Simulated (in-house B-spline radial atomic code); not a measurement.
A fraction x of an electron is moved 5p → 5f in Tm+, starting from [Xe] 4f13 6s1 and keeping the highest spin. Method: scalar-relativistic (X2C) TPSS, spin-polarised, spherical fractional occupations, Fermi nucleus of rms radius 5.2256 fm. Calculated with a B-spline radial code for spherical atoms.

```json
{"x": "0", "E(x) - E(0) (eV)": "0.0000", "5p down level (eV)": "-33.646", "5f up level (eV)": "-"}
{"x": "0.125", "E(x) - E(0) (eV)": "4.0943", "5p down level (eV)": "-34.763", "5f up level (eV)": "-1.553"}
{"x": "0.25", "E(x) - E(0) (eV)": "8.2994", "5p down level (eV)": "-35.895", "5f up level (eV)": "-1.793"}
{"x": "0.375", "E(x) - E(0) (eV)": "12.6206", "5p down level (eV)": "-36.991", "5f up level (eV)": "-1.953"}
{"x": "0.5", "E(x) - E(0) (eV)": "?", "5p down level (eV)": "?", "5f up level (eV)": "?"}
{"x": "0.625", "E(x) - E(0) (eV)": "21.6105", "5p down level (eV)": "-39.107", "5f up level (eV)": "-2.236"}
{"x": "0.75", "E(x) - E(0) (eV)": "26.2751", "5p down level (eV)": "-40.124", "5f up level (eV)": "-2.364"}
{"x": "0.875", "E(x) - E(0) (eV)": "?", "5p down level (eV)": "?", "5f up level (eV)": "?"}
{"x": "1", "E(x) - E(0) (eV)": "35.9296", "5p down level (eV)": "-42.059", "5f up level (eV)": "-2.603"}
```

Problem. What belongs in the row x = 0.5?

Solution. An energy change of 17.0582 eV; 5p down at -38.063 eV, 5f up at -2.100 eV.

Problem. What belongs in the row x = 0.875?

Solution. An energy change of 31.0494 eV; 5p down at -41.110 eV, 5f up at -2.487 eV.

Problem. Check Janak's theorem between x = 0.125 and 0.25.

Solution. The slope of the energy is 33.64 eV; the orbital levels give 33.66 eV (ε of the receiving orbital less ε of the emptying one, averaged over the two points).
